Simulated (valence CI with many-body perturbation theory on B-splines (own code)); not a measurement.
Level structure of Ba⁴²⁺

Computed by valence CI with perturbative core correlation (CI+MBPT): four valence electrons over a frozen Dirac-Fock core [Ne], radial functions for each j: 11 s, 11 p, 9 d, 7 f, 5 g, 2 h, 1 i, with the one-electron correlation potential Σ1, the two-electron term Σ2, the three-electron term Σ3, Breit, model QED; selected CI, second order for the rest (own B-spline code, finite nucleus).

The last digits are not significant, and no measured levels were compared; by estimate large intervals hold to a few tenths of a per cent, small ones and those within an open d or f shell to about a per cent.

Levels 46 to 64 of 64, with energies above the lowest level, (3s^2 3p1/2^2) J=0. "Leading %" is the weight of the configuration and term that name the level; weights of strongly mixed levels are sums over their largest components and can fall short. In the jj column 3d3/2^4 stands for four electrons in 3d with j = 3/2. Lifetimes count E1, E2, E3, M1 and M2 decay at the calculated energies, and are blank where another channel may lead or the interval is too uncertain; long ones can be off by a factor of two.

```tsv
No.	Configuration	Term	J	E (eV)	Leading %	Second component	Lifetime	Leading jj
46	3s 3p2 3d	1P	1	466.46	25	18 % 3s 3p2 3d 3D	3.45 ps	3s 3p1/2 3p3/2 3d5/2 (50 %)
47	3s 3p2 3d	3G	3	467.14	54	25 % 3s 3p2 3d 1F	3.41 ps	3s 3p1/2 3p3/2 3d3/2 (96 %)
48	3s 3p2 3d	3F	3	473.46	35	29 % 3s 3p2 3d 5D	7.37 ps	3s 3p1/2 3p3/2 3d5/2 (81 %)
49	3s 3p2 3d	3D	1	474.23	56	25 % 3s 3p2 3d 3P	3.21 ps	3s 3p1/2 3p3/2 3d3/2 (56 %)
50	3s 3p2 3d	1D	2	481.95	25	14 % 3s 3p2 3d 3D	4.29 ps	3s 3p1/2 3p3/2 3d5/2 (68 %)
51	3s 3p2 3d	1G	4	482.73	45	31 % 3s 3p2 3d 3F	12.3 ps	3s 3p1/2 3p3/2 3d5/2 (77 %)
52	3s 3p2 3d	3D	3	483.17	56	24 % 3s 3p2 3d 3F	3.52 ps	3s 3p1/2 3p3/2 3d5/2 (72 %)
53	3s 3p2 3d	3D	1	485.58	42	22 % 3s 3p2 3d 3P	1.38 ps	3s 3p1/2 3p3/2 3d3/2 (80 %)
54	3s 3p2 3d	3P	0	486.00	76	16 % 3s2 3d2 3P	2.28 ps	3s 3p1/2 3p3/2 3d3/2 (59 %)
55	3s 3p2 3d	3F	2	489.56	31	10 % 3s 3p2 3d 1D	1.39 ps	3s 3p1/2 3p3/2 3d3/2 (69 %)
56	3s 3p2 3d	3D	3	491.62	34	24 % 3s 3p2 3d 3F	3.56 ps	3s 3p1/2 3p3/2 3d5/2 (87 %)
57	3s 3p2 3d	3G	4	492.13	47	35 % 3s 3p2 3d 3F	4.74 ps	3s 3p1/2 3p3/2 3d5/2 (88 %)
58	3s 3p2 3d	3D	1	494.30	54	19 % 3s 3p2 3d 1P	5.92 ps	3s 3p1/2 3p3/2 3d5/2 (87 %)
59	3s 3p2 3d	3P	1	503.04	39	27 % 3s 3p2 3d 3S	3.83 ps	3s 3p1/2 3p3/2 3d5/2 (87 %)
60	3s 3p2 3d	3F	3	504.33	35	31 % 3s 3p2 3d 1F	2.56 ps	3s 3p1/2 3p3/2 3d5/2 (81 %)
61	3s 3p2 3d	3D	2	504.90	31	13 % 3s 3p2 3d 3P	3.27 ps	3s 3p1/2 3p3/2 3d5/2 (78 %)
62	3s 3p2 3d	3P	0	507.26	39	30 % 3s 3p2 3d 1S	2.24 ps	3s 3p1/2 3p3/2 3d5/2 (59 %)
63	3s 3p2 3d	3D	2	510.96	34	24 % 3s 3p2 3d 3P	1.71 ps	3s 3p1/2 3p3/2 3d5/2 (81 %)
64	3s2 3d2	3F	2	524.92	55	12 % 3s2 3d2 1D	1.06 ps	3s^2 3d3/2^2 (67 %)
```
